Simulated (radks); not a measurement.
The numbers below are computed, except where a source is named.
Initial-state core-level shifts of the lutetium ion Lu+ when its valence configuration changes from [Xe] 4f14 6s2. Code: a radial shooting solver on a logarithmic mesh with Libxc functionals. Model: non-relativistic Kohn-Sham, PBE, spin-unpolarised, spherical densities, point nucleus; relativity is left out, which matters for an element this heavy. Shifts are changes of the shell-averaged eigenvalues in eV (positive: less bound); the change of the density at the nucleus, which sets a Mossbauer isomer shift, is in e/bohr^3, on a base of 2.558e+05.

| valence | 2s | 2p | 3s | 5s | density at nucleus |
|---|---|---|---|---|---|
| 4f14 5d0.5 6s1.5 | +1.526 | +1.525 | +1.497 | +1.472 | -7.27 |
| 4f14 6s1.5 6p0.5 | -0.586 | -0.585 | -0.584 | -0.581 | -5.30 |
| 4f13 6s2 6p1 | -14.181 | -14.025 | -15.089 | -8.346 | +20.00 |
| 4f14 6s1 6p1 | -1.161 | -1.161 | -1.157 | -1.152 | -10.74 |
| 4f13 5d1 6s2 | -9.552 | -9.398 | -10.538 | -4.038 | +14.30 |
| 4f13.5 6s2 6p0.5 | -6.927 | -6.853 | -7.363 | -4.174 | +9.67 |
| 4f13 5d1 6s1 6p1 | -10.669 | -10.515 | -11.656 | -5.143 | +2.47 |
| 4f12 5d2 6s1 6p1 | -20.918 | -20.581 | -23.054 | -8.972 | +16.82 |
| 4f12 5d2 6s2 | -19.820 | -19.485 | -21.953 | -7.885 | +29.57 |
